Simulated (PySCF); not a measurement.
C2H7AlS. Atoms are numbered in the order given.

```xyz
11

Al    -0.3317     0.2497    -0.0689
C     -2.1051    -0.5489    -0.2662
H     -2.0956    -1.6470    -0.1786
H     -2.5435    -0.2925    -1.2471
H     -2.7991    -0.1557     0.4978
C      0.0502     2.1690    -0.1690
H      0.7573     2.3923    -0.9871
H      0.5218     2.5319     0.7610
H     -0.8581     2.7700    -0.3397
S      1.3354    -1.1484     0.2904
H      2.2908    -0.1912     0.3543
```
Charge 0, spin multiplicity 1.

The structure is a stationary point at B3LYP-D3(BJ)/def2-SVP. A frequency run showed that this geometry is not a minimum. One conformer was computed; it need not be the lowest.

Method: TDA-CAM-B3LYP/def2-SVPD (PySCF 2.14.0).

Vertical excitations. The molecule is in vacuum.

| state | energy (eV) | λ (nm) | f | main pairs |
|---|---|---|---|---|
| S1 | 6.13 | 202 | 0.063 | HOMO→LUMO 69 %, HOMO→LUMO+2 21 % |
| S2 | 6.17 | 201 | 0.001 | HOMO−1→LUMO+1 90 % |
| S3 | 6.30 | 197 | 0.072 | HOMO→LUMO+1 89 % |
| S4 | 6.50 | 191 | 0.011 | HOMO−2→LUMO+1 83 % |
| S5 | 6.66 | 186 | 0.021 | HOMO→LUMO+4 35 %, HOMO→LUMO+2 27 %, HOMO→LUMO+3 15 %, HOMO→LUMO 12 % |
| S6 | 6.84 | 181 | 0.155 | HOMO−1→LUMO 92 % |
| S7 | 7.04 | 176 | 0.172 | HOMO−2→LUMO 84 % |
| S8 | 7.65 | 162 | 0.002 | HOMO→LUMO+2 44 %, HOMO→LUMO+3 27 %, HOMO→LUMO+6 10 %, HOMO→LUMO+4 8 % |
| S9 | 7.72 | 161 | 0.073 | HOMO−2→LUMO+2 39 %, HOMO−1→LUMO+2 21 %, HOMO−2→LUMO+4 9 %, HOMO−1→LUMO+3 7 % |
| S10 | 7.95 | 156 | 0.004 | HOMO→LUMO+3 44 %, HOMO→LUMO+4 37 %, HOMO→LUMO+6 7 % |
| T1 | 5.44 | 228 | 0 | HOMO→LUMO+1 95 % |
| T2 | 5.75 | 216 | 0 | HOMO→LUMO 52 %, HOMO→LUMO+2 33 % |
| T3 | 5.83 | 213 | 0 | HOMO−1→LUMO+1 88 % |
| T4 | 6.07 | 204 | 0 | HOMO−2→LUMO+1 58 %, HOMO→LUMO+4 14 % |
Triplets are in the Tamm–Dancoff approximation.
